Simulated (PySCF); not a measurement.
BO, SMILES [B]=O, multiplicity 2.

Coordinates come from a B3LYP-D3(BJ)/def2-TZVPD optimisation.

Two levels are set side by side: PBE/def2-TZVPD (PySCF) and CAM-B3LYP/def2-TZVPD (PySCF). Same geometry, gas phase. Differences are taken from unrounded values.

```csv
quantity,CAM-B3LYP,PBE,PBE minus CAM-B3LYP
α-spin orbital gap (eV),11.92,6.76,-5.16
β-spin orbital gap (eV),8.49,3.68,-4.81
dipole moment (D),2.49,2.17,-0.32
mean polarisability (bohr³),16.9,17.8,0.9
```

Loosely held outer electrons make PBE densities more polarisable. Differences between two approximate levels are no errors against the true value.

Rough cost on one machine, each run with all the roots and properties that it gave: CAM-B3LYP against PBE within a factor of 2.
